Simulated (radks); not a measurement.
Question: All-electron atom: Cu+ in [Ar] 3d10 (the NIST ground configuration). Method: Dirac Kohn-Sham, PBEsol, spin-unpolarised, spherical densities, finite nucleus; Fermi nuclear charge, rms radius 3.8823 fm; computed with a radial shooting solver on a logarithmic mesh with Libxc functionals. Some entries of the table are withheld. Estimate them.

| orbital | occ. | eigenvalue (eV) | <1/r> (bohr^-1) | <r> (bohr) |
|---|---|---|---|---|
| 1s1/2 | 2 | -8849.232 | 29.14 | 0.05216 |
| 2s1/2 | 2 | -1069.393 | 6.354 | (1) |
| 2p1/2 | 2 | -938.1651 | 6.311 | 0.2042 |
| 2p3/2 | 4 | -917.6952 | 6.170 | 0.2076 |
| 3s1/2 | 2 | (2) | 2.000 | 0.7132 |
| 3p1/2 | 2 | -82.3231 | 1.864 | 0.7438 |
| 3p3/2 | 4 | -79.7491 | 1.830 | 0.7547 |
| 3d3/2 | 4 | -13.8070 | 1.390 | (3) |
| 3d5/2 | 6 | -13.5336 | 1.379 | (4) |
| 4s1/2 | 0 | (5) | 0.5013 | 2.585 |
| 4p1/2 | 0 | -6.4543 | 0.3720 | 3.432 |
| 4p3/2 | 0 | -6.3624 | 0.3672 | 3.474 |

Answer: 
(1) 2s1/2 <r> (bohr): 0.2351
(2) 3s1/2 eigenvalue (eV): -122.9498
(3) 3d3/2 <r> (bohr): 1.008
(4) 3d5/2 <r> (bohr): 1.017
(5) 4s1/2 eigenvalue (eV): -11.7744
